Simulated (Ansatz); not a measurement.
Frontier orbitals of `C=CC[SiH3]`.

Total charge 0; spin multiplicity 1. Geometry: relaxed with PBE0-D4/def2-TZVP. It is one conformer, not always the lowest. Basis def2-TZVPP, Ansatz 0.2.0.

Orbital energies of one run (eV). Highest occupied ones, from the top: -6.28, -8.09, -8.11, -8.42, -8.76, -9.70, -10.66, -11.63, -12.92, -13.75, -16.98, -19.61, -93.83, -93.84. Empty: -1.12, -0.28, 0.51, 0.59, 1.09, 1.32.

Task: Which functional gave them?
A. LDA (SPW92)
B. HSE06 (plane-wave form)
C. B3LYP
D. r2SCAN0

Result: A. HOMO energies: LDA (SPW92) -6.28, B3LYP -6.99, HSE06 -6.80, r2SCAN0 -7.33 eV.

B3LYP here is the variant with VWN-RPA as its local correlation; programs differ in this.
